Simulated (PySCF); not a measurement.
Species: C6H11As.
Bonds: C1–C2 (triple), C2–C3, C3–As4, As4–C5, C5–C6, C6–C7. Hydrogens: H8 on C1; H9, H10 on C3; H11 on As4; H12, H13 on C5; H14, H15 on C6; H16, H17, H18 on C7.

Computed by this run: PBE0-D3(BJ)/def2-SVP geometry optimisation, gas phase in PySCF; density fitting, grid level 1; the optimiser is geomeTRIC in internal coordinates, started from a GFN2-xTB structure with every atom displaced at random (about 0.01 Å).

Step 0: E = -67213.8517 eV
```
atom  x, y, z in Å  |  force x, y, z in eV/Å
C1      2.2084    1.1147    0.5754    0.248   1.024   1.078
C2      1.9930    0.4014   -0.3593   -0.282  -1.029  -1.292
C3      1.7046   -0.5081   -1.4415    0.936  -0.199   1.112
As4     0.4740   -1.9553   -0.9168   -1.070  -0.134  -0.096
C5     -0.8870   -0.8347    0.0302    0.242   0.362  -0.189
C6     -1.8199   -0.1053   -0.9309   -0.033  -0.471   0.597
C7     -2.8051    0.7795   -0.2004   -0.170   0.139  -0.435
H8      2.4035    1.8051    1.3579    0.109   0.262   0.423
H9      1.2969    0.0376   -2.2670   -0.464   0.349  -0.995
H10     2.6519   -0.9825   -1.7542   -0.184  -0.037  -0.196
H11     1.1783   -2.3106    0.3584    0.397  -0.098   0.329
H12    -0.3476   -0.1011    0.6682   -0.112  -0.269  -0.155
H13    -1.4985   -1.4608    0.6937    0.162  -0.304   0.090
H14    -2.3739   -0.8476   -1.5216   -0.001  -0.056  -0.233
H15    -1.2304    0.4950   -1.6147    0.273   0.351  -0.528
H16    -3.4205    0.2082    0.4947   -0.243  -0.237   0.221
H17    -3.4751    1.2874   -0.9100   -0.080   0.017   0.019
H18    -2.3006    1.5515    0.3763    0.271   0.332   0.252
```

Step 1: E = -67213.9676 eV
```
atom  x, y, z in Å  |  force x, y, z in eV/Å
C1      2.2843    1.1671    0.5873   -0.031   0.007  -0.024
C2      2.0354    0.4181   -0.3338    0.014   0.020   0.053
C3      1.7100   -0.4951   -1.3997   -0.275   0.031  -0.310
As4     0.4276   -1.9595   -0.9032    0.198   0.053   0.170
C5     -0.9015   -0.8402    0.0278   -0.033  -0.058   0.097
C6     -1.8307   -0.1126   -0.9310    0.044   0.060  -0.158
C7     -2.8285    0.7850   -0.2177   -0.009   0.023   0.113
H8      2.5126    1.8428    1.3887    0.016   0.017   0.035
H9      1.2505    0.0401   -2.2580    0.124  -0.119   0.222
H10     2.6088   -0.9950   -1.7869    0.082  -0.036  -0.017
H11     1.2066   -2.3421    0.3664   -0.127   0.032  -0.160
H12    -0.3715   -0.1308    0.6827    0.024   0.015   0.003
H13    -1.4778   -1.5178    0.6822    0.024   0.020  -0.028
H14    -2.3699   -0.8479   -1.5538    0.011   0.000  -0.002
H15    -1.2374    0.5000   -1.6384   -0.044  -0.061   0.079
H16    -3.4456    0.2097    0.4926    0.008   0.012  -0.029
H17    -3.5082    1.2818   -0.9253   -0.015   0.009  -0.030
H18    -2.3127    1.5710    0.3584   -0.011  -0.024  -0.014
```

**Question.** Estimate the geometry and energy of step 2. (The exact step hangs on the optimiser's Hessian estimate; all steps are aligned on step 1, rigid shifts and turns removed.)

**Answer.** E = -67213.9727 eV, largest force 0.095 eV/Å
```
atom  x, y, z in Å  |  force x, y, z in eV/Å
C1      2.2572    1.1770    0.5740   -0.020   0.013  -0.007
C2      2.0210    0.4198   -0.3439    0.033   0.012   0.025
C3      1.7070   -0.5035   -1.4072   -0.052  -0.025  -0.075
As4     0.4314   -1.9623   -0.9004   -0.002   0.021   0.006
C5     -0.8983   -0.8452    0.0342   -0.009  -0.004   0.028
C6     -1.8182   -0.1054   -0.9267    0.005   0.014  -0.026
C7     -2.8213    0.7875   -0.2117   -0.007   0.003   0.017
H8      2.4765    1.8584    1.3746    0.004  -0.007   0.000
H9      1.2525    0.0225   -2.2638    0.020  -0.017   0.024
H10     2.6128   -1.0029   -1.7867    0.006   0.008   0.018
H11     1.1960   -2.3467    0.3624    0.013  -0.006   0.004
H12    -0.3677   -0.1417    0.6962    0.007  -0.002  -0.010
H13    -1.4787   -1.5258    0.6798   -0.001  -0.002  -0.009
H14    -2.3523   -0.8325   -1.5632    0.005  -0.004   0.003
H15    -1.2159    0.5106   -1.6185   -0.004   0.003   0.017
H16    -3.4491    0.2057    0.4823   -0.003  -0.002  -0.010
H17    -3.4908    1.2953   -0.9227    0.002   0.001  -0.003
H18    -2.3098    1.5636    0.3798    0.002  -0.005  -0.003
```

The energy changes by -0.0051 eV. The first-order estimate −F·Δx gives -0.0088 eV and the mean of the old and new forces, exact on a quadratic surface, -0.0051 eV. The step makes an angle of 81° with the force vector and moves no atom by more than 0.042 Å.

The cost below is that of the whole optimisation. Time: 2.1 min of wall time; peak memory 0.71 GiB. Hardware: one thread of an Arm Neoverse V2, shared host with 96 logical CPUs at a one-minute load of 32.
